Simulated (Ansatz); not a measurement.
All numbers were calculated with Ansatz.

Basis-set series for `[CH2]1[AlH][GaH]1`. The species carries charge 0 and has multiplicity 1. The structure was optimised at the PBE0-D4/def2-TZVP level.

| functional | basis | functions | energy (Eh) | HOMO (eV) | LUMO (eV) |
| --- | --- | --- | --- | --- | --- |
| PBE0-D4 | def2-SVP | 84 | -2206.95163 | -5.76 | -2.13 |
| PBE0-D4 | def2-TZVPP | 177 | -2207.32853 | -5.77 | -2.16 |
| ωB97M-V | def2-SVP | 84 | -2207.21458 | -7.63 | -0.34 |
| ωB97M-V | def2-TZVPP | 177 | -2207.59263 | -7.67 | -0.41 |

Problem. Give the rows for def2-QZVPP. (Best estimate.)

Solution. The calculation gave: 
```
functional       basis  functions  energy (Eh)  HOMO (eV)  LUMO (eV)
   PBE0-D4  def2-QZVPP        336  -2207.38156      -5.78      -2.17
   ωB97M-V  def2-QZVPP        336  -2207.64411      -7.68      -0.50
```

Scalar relativity is left out up to krypton.
